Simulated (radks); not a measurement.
Results of a calculation; reference values are marked as such.
Pm3+, configuration [Xe] 4f(up 3.5, down 0.5) (fractional occupations, a model configuration). Level of theory: non-relativistic Kohn-Sham, TPSS, spin-polarised, spherical densities, point nucleus; meta-GGA in the generalised Kohn-Sham scheme; relativity is left out, which matters for an element this heavy (a radial shooting solver on a logarithmic mesh with Libxc functionals).

Radial electron density D(r) = 4 pi r^2 rho(r):

| r (bohr) | D(r) (e/bohr) | spin D(r) |
|---|---|---|
| 0.001655 | 4.536 | 0.00000580 |
| 0.001896 | 5.781 | 0.00000738 |
| 0.002189 | 7.439 | 0.00000949 |
| 0.002508 | 9.393 | 0.0000120 |
| 0.002874 | 11.79 | 0.0000150 |
| 0.003319 | 14.90 | 0.0000189 |
| 0.003802 | 18.44 | 0.0000233 |
| 0.004391 | 22.89 | 0.0000287 |
| 0.005031 | 27.80 | 0.0000347 |
| 0.005764 | 33.38 | 0.0000412 |
| 0.006657 | 39.96 | 0.0000487 |
| 0.007626 | 46.65 | 0.0000559 |
| 0.008737 | 53.56 | 0.0000626 |
| 0.01009 | 60.74 | 0.0000685 |
| 0.01156 | 66.95 | 0.0000719 |
| 0.01335 | 72.34 | 0.0000720 |
| 0.0153 | 75.84 | 0.0000674 |
| 0.01752 | 77.45 | 0.0000573 |
| 0.02024 | 77.03 | 0.0000390 |
| 0.02319 | 74.99 | 0.0000130 |
| 0.02678 | 72.04 | -0.0000274 |
| 0.03068 | 69.82 | -0.0000854 |
| 0.03515 | 69.57 | -0.000179 |
| 0.04059 | 72.71 | -0.000348 |
| 0.04651 | 79.14 | -0.000622 |
| 0.05328 | 87.96 | -0.00106 |
| 0.06154 | 97.36 | -0.00174 |
| 0.0705 | 103.2 | -0.00248 |
| 0.08142 | 103.7 | -0.00285 |
| 0.09328 | 98.37 | -0.00157 |
| 0.1069 | 89.81 | 0.00390 |
| 0.1234 | 82.03 | 0.0196 |
| 0.1414 | 79.95 | 0.0524 |
| 0.162 | 83.69 | 0.115 |
| 0.1871 | 89.80 | 0.233 |
| 0.2143 | 90.94 | 0.417 |
| 0.2475 | 82.16 | 0.709 |
| 0.2836 | 65.83 | 1.08 |
| 0.3249 | 48.53 | 1.56 |
| 0.3753 | 37.37 | 2.15 |
| 0.4299 | 36.34 | 2.70 |
| 0.4965 | 40.75 | 3.17 |
| 0.5688 | 43.06 | 3.42 |
| 0.6517 | 39.46 | 3.43 |
| 0.7527 | 30.53 | 3.16 |
| 0.8623 | 21.43 | 2.73 |
| 0.9879 | 14.85 | 2.23 |
| 1.141 | 11.27 | 1.68 |
| 1.307 | 9.703 | 1.18 |
| 1.51 | 8.205 | 0.724 |
| 1.73 | 6.320 | 0.397 |
| 1.982 | 4.212 | 0.181 |
| 2.288 | 2.257 | 0.0617 |
| 2.622 | 1.028 | 0.0162 |
| 3.004 | 0.3864 | 0.00241 |
| 3.469 | 0.1087 | -0.000245 |
| 3.974 | 0.02540 | -0.000214 |
| 4.59 | 0.003994 | -0.0000479 |
| 5.259 | 0.0005024 | -0.00000546 |

D(r) has 4 maxima, at r = 0.0182, 0.0764, 0.204, 0.564 bohr, and minima at 0.0332, 0.138, 0.407 bohr, inside which lie 1.97, 11.39, 29.16 electrons.
